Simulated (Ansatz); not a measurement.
The lowest singlet and triplet of H2Sn (SMILES [SnH2]); geometries from B3LYP-D3(BJ)/def2-TZVP, each state relaxed from the structure named, with no frequency check.
Singlet (charge 0, multiplicity 1):
```xyz
3

Sn    -0.00013     0.04819     0.00000
H     -1.26196    -1.20820     0.00000
H      1.26857    -1.20127     0.00000
```
Triplet (charge 0, multiplicity 3):
```xyz
3

Sn    -0.0001     0.0337     0.0000
H     -1.4873    -0.8455     0.0000
H      1.4916    -0.8379     0.0000
```

```tsv
level	gap E(singlet) − E(triplet), adiabatic (kcal/mol)	cost
R-HF/def2-SVP	-13.37	-
U-HF/def2-SVP (spin-contaminated)	-13.53	-
R-HF/def2-TZVPP	-13.26	-
U-HF/def2-TZVPP (spin-contaminated)	-13.48	-
R-SVWN5/def2-TZVPP	-28.49	×0.6
U-SVWN5/def2-TZVPP	-28.49	×0.7
R-PBE/def2-TZVPP	-27.56	×1
U-PBE/def2-TZVPP	-27.56	×1
U-B3LYP/def2-TZVPP	-30.17	×1
R-PBE0/def2-TZVPP	-25.47	×0.8
U-PBE0/def2-TZVPP	-25.47	×1
R-BHLYP/def2-TZVPP	-27.84	×1
R-wB97X-V/def2-TZVPP	-30.15	×3
U-wB97X-V/def2-TZVPP	-30.15	×4
R-wB97M-V/def2-TZVPP	-28.03	×3
U-B2PLYP/def2-TZVPP	-28.11	×3
R-MP2/def2-SVP	-21.17	-
R-MP2/def2-QZVPP	-23.62	-
U-MP2/def2-QZVPP (spin-contaminated)	-21.79	-
R-SCS-MP2/def2-SVP	-23.97	-
R-SCS-MP2/def2-TZVPP	-26.35	-
U-SCS-MP2/def2-TZVPP (spin-contaminated)	-24.27	-
R-SCS-MP2/def2-QZVPP	-27.38	-
U-SCS-MP2/def2-QZVPP (spin-contaminated)	-25.18	-
U-CCSD/def2-TZVPP (spin-contaminated)	-25.12	-
R-CCSD/def2-QZVPP	-25.55	-
U-CCSD/def2-QZVPP (spin-contaminated)	-25.43	-
U-CCSD(T)/def2-SVP (spin-contaminated)	-24.05	×1
R-CCSD(T)/def2-TZVPP	-25.35	×2
U-CCSD(T)/def2-TZVPP (spin-contaminated)	-25.26	×4
R-CCSD(T)/def2-QZVPP	-25.67	×10
U-CCSD(T)/def2-QZVPP (spin-contaminated)	-25.58	×10
R-CCSDT/def2-SVP	-24.04	-
R-CCSDT/def2-TZVPP	-25.29	-
R-CCSDT(Q)/def2-SVP	-24.07	×4
R-CCSDT(Q)/def2-TZVPP	-25.32	×40
SC-NEVPT2 on SA-CASSCF(6,6)/def2-SVP	-23.88	-
SC-NEVPT2 on SA-CASSCF(6,6)/def2-QZVPP	-26.00	-
FIC-NEVPT4(SD) on SA-CASSCF(6,6)/def2-TZVPP	-25.95	-
FIC-MRCISD+Q on SA-CASSCF(6,6)/def2-QZVPP	-26.37	-
```

The rows run from -30.17 (U-B3LYP/def2-TZVPP) to -13.26 kcal/mol (R-HF/def2-TZVPP). In def2-QZVPP (spin-contaminated) the value moves U-MP2 -21.79, U-CCSD -25.43, U-CCSD(T) -25.58, a shift of -3.79 from U-MP2 to U-CCSD(T). From def2-SVP (spin-contaminated) to def2-QZVPP (spin-contaminated) U-CCSD(T) changes by -1.53. The 6 U-functionals in def2-TZVPP without D3 or D4 span 4.70, from U-B3LYP to U-PBE0.

A positive gap puts the triplet lower; no zero-point energy. R- takes a restricted singlet. U- takes an unrestricted singlet (broken symmetry where lower, unprojected). The triplet is unrestricted in single-reference levels. Active spaces average the two states.

Frozen-core correlation. Filled d and f shells under p-block atoms count as core.

Doubts at one or more of the structures used: a restricted determinant that unrestricted orbitals would lower (R-HF/def2-SVP, R-HF/def2-TZVPP, R-MP2/def2-SVP, R-MP2/def2-QZVPP, R-SCS-MP2/def2-SVP, R-SCS-MP2/def2-TZVPP, R-SCS-MP2/def2-QZVPP, R-CCSD/def2-QZVPP, R-CCSD(T)/def2-TZVPP, R-CCSD(T)/def2-QZVPP, R-CCSDT/def2-SVP, R-CCSDT/def2-TZVPP, R-CCSDT(Q)/def2-SVP, R-CCSDT(Q)/def2-TZVPP); T1 above 0.05 (U-CCSD/def2-TZVPP (spin-contaminated), U-CCSD/def2-QZVPP (spin-contaminated), U-CCSD(T)/def2-SVP (spin-contaminated), U-CCSD(T)/def2-TZVPP (spin-contaminated), U-CCSD(T)/def2-QZVPP (spin-contaminated)).

Programs: Ansatz (Gaussian basis) for Hartree–Fock, density functionals and correlated methods. Values without a source in brackets are computed. In def2 rows elements past Kr take small-core potentials, without spin–orbit coupling.

Costs are rough ratios of core time to R-PBE/def2-TZVPP (about 2.3 s over the structures, on one shared machine); a dash marks a level with no comparable run of its own.

Ansatz is an electronic-structure program.
